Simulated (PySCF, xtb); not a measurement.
H4S4Si, SMILES S[Si](S)(S)S.

GFN2-xTB in xtb at its own geometry gives an orbital gap of 4.59 eV and a dipole moment of 0.02 D.

Geometry: r2SCAN-D4/def2-SVP. The values are those of a single conformer.

What does CAM-B3LYP/def2-TZVP (PySCF) give? (Estimate from the structure and the level; the computed values follow.)

gap 9.44 eV (levels -8.92 and 0.52 eV), dipole 0.00 D.
